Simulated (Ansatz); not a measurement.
Geometry optimisation, RKS B3LYP/STO-3G (Ansatz 0.2.0).

Input:

```yaml
crystal:
  periodic: [false, false, false]
  atoms:
    - { symbol: Si, position_ang: [0.0, 0.0, 0.0] }
    - { symbol: H, position_ang: [0.0, 0.0, 1.46] }
    - { symbol: O, position_ang: [1.5842, 0.0, -0.5594] }
    - { symbol: C, position_ang: [2.3503, -1.1632, -0.836] }
    - { symbol: H, position_ang: [1.7187, -1.9052, -1.3675] }
    - { symbol: H, position_ang: [3.2179, -0.8926, -1.4733] }
    - { symbol: H, position_ang: [2.7141, -1.6023, 0.1163] }
    - { symbol: O, position_ang: [-0.7913, 1.3709, -0.5594] }
    - { symbol: C, position_ang: [-2.1512, 1.4177, -0.9653] }
    - { symbol: H, position_ang: [-2.7687, 0.8215, -0.2614] }
    - { symbol: H, position_ang: [-2.5023, 2.4707, -0.9639] }
    - { symbol: H, position_ang: [-2.2473, 0.9975, -1.9882] }
    - { symbol: O, position_ang: [-0.7913, -1.3709, -0.5594] }
    - { symbol: C, position_ang: [-1.5365, -2.2685, 0.2501] }
    - { symbol: H, position_ang: [-1.2251, -2.1576, 1.3097] }
    - { symbol: H, position_ang: [-2.6187, -2.04, 0.1571] }
    - { symbol: H, position_ang: [-1.349, -3.3106, -0.083] }
basis:
  gaussian: { orbitals: STO-3G }
hamiltonian:
  xc: b3lyp
relax:
  f_tol: 0.02
  max_steps: 40
output:
  orbitals: {}
```

Launched with:

```bash
$ ansatz run input.yaml --threads 1 --pin off --max-ram 2048MiB --backend cpu --events-out ev --progress --plain --runs-dir out
```

Question: Where does it end, and by what steps?

Answer: The run converged. The force dipped under the threshold on the way, but the program's further checks kept it going. Limits of this set-up: minimal basis. After 31 steps the energy has fallen by 0.686 eV; H12 moved furthest, 1.38 Å.

```json
{"step": "0", "energy less start (eV)": "0.0000", "largest force component (eV/Å)": "2.517", "accepted": "yes"}
{"step": "2", "energy less start (eV)": "-0.5291", "largest force component (eV/Å)": "0.527", "accepted": "yes"}
{"step": "4", "energy less start (eV)": "-0.6160", "largest force component (eV/Å)": "0.154", "accepted": "yes"}
{"step": "6", "energy less start (eV)": "-0.6336", "largest force component (eV/Å)": "0.285", "accepted": "yes"}
{"step": "8", "energy less start (eV)": "-0.6489", "largest force component (eV/Å)": "0.098", "accepted": "yes"}
{"step": "10", "energy less start (eV)": "-0.6530", "largest force component (eV/Å)": "0.068", "accepted": "yes"}
{"step": "12", "energy less start (eV)": "-0.6572", "largest force component (eV/Å)": "0.168", "accepted": "yes"}
{"step": "14", "energy less start (eV)": "-0.6656", "largest force component (eV/Å)": "0.231", "accepted": "yes"}
{"step": "16", "energy less start (eV)": "-0.6774", "largest force component (eV/Å)": "0.039", "accepted": "yes"}
{"step": "18", "energy less start (eV)": "-0.6804", "largest force component (eV/Å)": "0.018", "accepted": "yes"}
{"step": "20", "energy less start (eV)": "-0.6827", "largest force component (eV/Å)": "0.045", "accepted": "yes"}
{"step": "22", "energy less start (eV)": "-0.6774", "largest force component (eV/Å)": "0.442", "accepted": "no"}
{"step": "24", "energy less start (eV)": "-0.6839", "largest force component (eV/Å)": "0.004", "accepted": "yes"}
{"step": "26", "energy less start (eV)": "-0.6851", "largest force component (eV/Å)": "0.046", "accepted": "yes"}
{"step": "28", "energy less start (eV)": "-0.6858", "largest force component (eV/Å)": "0.067", "accepted": "yes"}
{"step": "30", "energy less start (eV)": "-0.6861", "largest force component (eV/Å)": "0.008", "accepted": "yes"}
{"step": "31", "energy less start (eV)": "-0.6862", "largest force component (eV/Å)": "0.011", "accepted": "yes"}
```

```xyz
17
Properties=species:S:1:pos:R:3
Si -0.034 -0.189 -0.455
H -0.098 -0.084 1.002
O 1.528 -0.010 -1.119
C 2.442 -1.035 -0.611
H 2.113 -2.073 -0.844
H 3.422 -0.874 -1.101
H 2.603 -0.973 0.490
O -0.838 1.110 -1.222
C -2.136 1.398 -0.616
H -2.096 1.532 0.490
H -2.502 2.348 -1.053
H -2.904 0.619 -0.830
O -0.592 -1.736 -0.942
C -1.612 -2.284 -0.054
H -1.357 -2.212 1.028
H -2.611 -1.809 -0.190
H -1.726 -3.361 -0.298
```

Whether the end is a true minimum wasn't checked by a vibrational analysis.

The run took 2.6 min on 1 thread of Arm Neoverse V1, with other jobs on the host, peak memory 0.14 GiB.
